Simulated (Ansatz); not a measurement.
Program: Ansatz. Geometries: PBE0-D4/def2-TZVP. ΔE: electronic, gas phase. CBS: MP2 limit from def2 TZ/QZ plus the TZ coupled-cluster correction, frozen cores. Elements past krypton have def2 core potentials. For Sn outer-core shells are correlated without core-valence functions, which leaves a few kJ/mol of doubt a bond. Each species was taken in one conformer, which may not be the lowest.

Reaction (isomerisation): `C[Si](F)(F)[SnH3]` → `FC[SiH2][SnH2][F]`

```csv
species,CCSD(T)/CBS(def2) energy (Eh)
`C[Si](F)(F)[SnH3]`,-744.49077
`FC[SiH2][SnH2][F]`,-744.35859
```

Task: Work out ΔE.

Result: ΔE = (-744.35859) − (-744.49077) = 0.13218 Eh = +347.0 kJ/mol.

Largest T1 diagnostic among the species: 0.013.

From PBE to PBE0 (25 % exact exchange), in def2-TZVPP and without D4, ΔE moves by +14.4 kJ/mol.
